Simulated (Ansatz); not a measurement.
C24H19S2, that is (4-phenylthiophenyl)diphenylsulfonium with one electron more, relaxed as a doublet with UKS PBE-D4/def2-SVP in Ansatz, starting from the PBE-D4/def2-SVP geometry of the charge +1 singlet. Force threshold 0.03 eV/Å.

Single mean-field runs in def2-SVP are fitted with def2-universal-jkfit.

Start:

```xyz
45

C    -2.981   -2.451   -4.950
C    -2.877   -3.282   -3.822
C    -3.270   -2.809   -2.560
C    -3.759   -1.494   -2.436
S    -4.320   -0.906   -0.840
C    -2.857   -0.241   -0.123
C    -1.601   -0.198   -0.775
C    -0.488    0.349   -0.133
C    -0.628    0.860    1.171
S     0.734    1.560    2.081
C     1.885    2.127    0.816
C     1.659    3.425    0.326
C     2.512    3.922   -0.669
C     3.575    3.135   -1.144
C     3.791    1.846   -0.630
C     2.944    1.326    0.361
C     1.579    0.169    2.857
C     1.345   -1.155    2.457
C     2.034   -2.181    3.122
C     2.930   -1.878    4.160
C     3.142   -0.546    4.551
C     2.458    0.494    3.905
C    -1.874    0.846    1.832
C    -2.978    0.291    1.187
C    -3.872   -0.659   -3.564
C    -3.478   -1.143   -4.822
H    -2.679   -2.829   -5.940
H    -2.498   -4.311   -3.926
H    -3.207   -3.455   -1.671
H    -1.501   -0.593   -1.795
H     0.481    0.388   -0.652
H     0.830    4.038    0.711
H     2.351    4.936   -1.065
H     4.247    3.535   -1.919
H     4.629    1.236   -0.999
H     3.114    0.321    0.775
H     0.631   -1.384    1.652
H     1.863   -3.228    2.826
H     3.462   -2.691    4.677
H     3.836   -0.311    5.373
H     2.610    1.541    4.213
H    -1.979    1.262    2.845
H    -3.953    0.274    1.697
H    -4.273    0.360   -3.453
H    -3.569   -0.497   -5.708
```

Problem. Estimate the energy that the relaxation releases and the steps that it takes.

Solution. 40.0 kJ/mol, in 44 steps; 2.8 min on 2 threads of AMD EPYC 7R13 on a shared host and a share (18 GiB) of an NVIDIA H100 80GB HBM3. The force fell under the threshold at step 22, but the optimiser went on and released 0.055 eV more. No frequencies were taken in this run, so the end may be a saddle point.

Problem. Does the start keep its bonding and symmetry?

Solution. By distances, no bond broke or formed. The bond that changes most is S10–C11, from 1.80 to 1.83 Å (atoms count from 1).

Problem. Predict the relaxed structure.

Solution. 
Cartesian coordinates in Å:
```
C -4.071 -1.608 -5.045
C -4.611 -2.731 -4.397
C -4.487 -2.879 -3.009
C -3.825 -1.891 -2.247
S -3.756 -2.141 -0.479
C -2.464 -1.039 0.040
C -1.119 -1.254 -0.350
C -0.102 -0.415 0.098
C -0.413 0.669 0.971
S 0.842 1.511 1.910
C 2.001 2.071 0.603
C 1.504 2.386 -0.671
C 2.366 2.956 -1.619
C 3.703 3.231 -1.289
C 4.179 2.936 0.000
C 3.329 2.363 0.956
C 1.922 0.402 2.855
C 2.659 -0.637 2.235
C 3.205 -1.654 3.027
C 3.024 -1.655 4.422
C 2.280 -0.622 5.031
C 1.714 0.393 4.255
C -1.756 0.862 1.400
C -2.767 0.034 0.919
C -3.291 -0.758 -2.894
C -3.413 -0.626 -4.285
H -4.163 -1.498 -6.136
H -5.128 -3.510 -4.979
H -4.895 -3.770 -2.506
H -0.883 -2.089 -1.028
H 0.932 -0.576 -0.240
H 0.452 2.173 -0.916
H 1.986 3.186 -2.626
H 4.374 3.684 -2.034
H 5.224 3.155 0.266
H 3.693 2.126 1.967
H 2.833 -0.623 1.148
H 3.788 -2.457 2.548
H 3.455 -2.461 5.035
H 2.145 -0.610 6.123
H 1.112 1.188 4.723
H -1.994 1.683 2.095
H -3.813 0.213 1.207
H -2.783 0.019 -2.303
H -2.989 0.261 -4.781
```
Bond lengths: 24 × C–C 1.39 to 1.43 Å; 5 × C–S 1.78 to 1.83 Å; 19 × C–H 1.10 Å.
